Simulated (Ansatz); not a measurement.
Ansatz (a first-principles code) input (CCSD(T)/aug-cc-pV(D+d)Z):
A basis named .json is the Basis Set Exchange file of that set.

Ansatz 0.2 input:
```yaml
crystal:
  periodic: [false, false, false]
  atoms:
    - {symbol: C, position_ang: [-2.29081476, -0.08628210, -0.96163908]}
    - {symbol: Si, position_ang: [-0.97741979, 0.58020868, 0.21066367]}
    - {symbol: C, position_ang: [-1.52697990, 0.37662421, 1.99430863]}
    - {symbol: C, position_ang: [-0.64864524, 2.39363550, -0.17261235]}
    - {symbol: B, position_ang: [0.73348199, -0.44593261, -0.12499657]}
    - {symbol: Cl, position_ang: [1.54341857, -1.38008815, 1.12537374]}
    - {symbol: Cl, position_ang: [1.46794053, -0.42279217, -1.72632610]}
    - {symbol: H, position_ang: [-1.96810821, 0.00001704, -2.00079443]}
    - {symbol: H, position_ang: [-2.50753998, -1.13783258, -0.76306589]}
    - {symbol: H, position_ang: [-3.22240025, 0.47399845, -0.84933071]}
    - {symbol: H, position_ang: [-0.76747859, 0.74696734, 2.68570597]}
    - {symbol: H, position_ang: [-2.45097945, 0.92871098, 2.18217830]}
    - {symbol: H, position_ang: [-1.70782919, -0.67310043, 2.23388795]}
    - {symbol: H, position_ang: [0.10820660, 2.81232964, 0.49374346]}
    - {symbol: H, position_ang: [-1.56227912, 2.98102563, -0.05167860]}
    - {symbol: H, position_ang: [-0.29958992, 2.51972517, -1.19910767]}
basis:
  gaussian:
    orbitals: aug-cc-pV_D+d_Z.json
magnetization: {spin_polarized: false}
correlation: {method: ccsd_t, electrons: outside_noble_gas}
output: {forces: true}
```

End of the output:

```
Atom 2 at    -1.526980     0.376624     1.994309 Å, force     0.092342     0.021184    -0.258769 eV/Å
Atom 3 at    -0.648645     2.393635    -0.172612 Å, force    -0.042971    -0.281542     0.062144 eV/Å
Atom 4 at     0.733482    -0.445933    -0.124997 Å, force    -0.093147     0.051679     0.031436 eV/Å
Atom 5 at     1.543419    -1.380088     1.125374 Å, force     0.172592    -0.205225     0.285814 eV/Å
Atom 6 at     1.467941    -0.422792    -1.726326 Å, force     0.152810     0.012147    -0.356214 eV/Å
Atom 7 at    -1.968108     0.000017    -2.000794 Å, force     0.145215     0.042001    -0.494410 eV/Å
Atom 8 at    -2.507540    -1.137833    -0.763066 Å, force    -0.104728    -0.492087     0.089749 eV/Å
Atom 9 at    -3.222400     0.473998    -0.849331 Å, force    -0.433938     0.253222     0.042440 eV/Å
Atom 10 at    -0.767479     0.746967     2.685706 Å, force     0.354090     0.175344     0.328749 eV/Å
Atom 11 at    -2.450979     0.928711     2.182178 Å, force    -0.425802     0.253309     0.090052 eV/Å
Atom 12 at    -1.707829    -0.673100     2.233888 Å, force    -0.088377    -0.492848     0.116152 eV/Å
Atom 13 at     0.108207     2.812330     0.493743 Å, force     0.353624     0.200092     0.309978 eV/Å
Atom 14 at    -1.562279     2.981026    -0.051679 Å, force    -0.416199     0.280010     0.050963 eV/Å
Atom 15 at    -0.299590     2.519725    -1.199108 Å, force     0.161682     0.066868    -0.486498 eV/Å
Dipole moment:    -0.257982     0.151765     0.059929 e Å
```
